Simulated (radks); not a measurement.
Coulomb parameter of the 5d shell of neutral lutetium in the model configuration [Xe] 4f14 5d1.5 6s1.5, as a second difference U = [E(n + 0.25) + E(n - 0.25) - 2 E(n)] / (0.25)^2 with all orbitals relaxed. "Bare": the charge of the atom changes with n. "Screened": the 6s shell takes up the change at fixed total charge, which measures U(5d,5d) + U(6s,6s) - 2 U(5d,6s). All-electron calculation, Dirac Kohn-Sham, PBE, spin-unpolarised, spherical densities, finite nucleus; open shells are shared between the two j in proportion to 2j + 1; Fermi nuclear charge, rms radius 5.37 fm. Program: a radial shooting solver on a logarithmic mesh with Libxc functionals.

| case | configuration | E - E(n) (eV) |
|---|---|---|
| start | [Xe] 4f14 5d1.5 6s1.5 | 0.000 |
| bare +0.25 | [Xe] 4f14 5d1.75 6s1.5 | -0.221 |
| bare -0.25 | [Xe] 4f14 5d1.25 6s1.5 | 0.559 |
| screened +0.25 | [Xe] 4f14 5d1.75 6s1.25 | 0.756 |
| screened -0.25 | [Xe] 4f14 5d1.25 6s1.75 | -0.745 |

U(bare) = 5.394 eV, U(screened by 6s) = 0.177 eV. The step up makes a negative ion, whose loosely bound charge lowers the bare value.
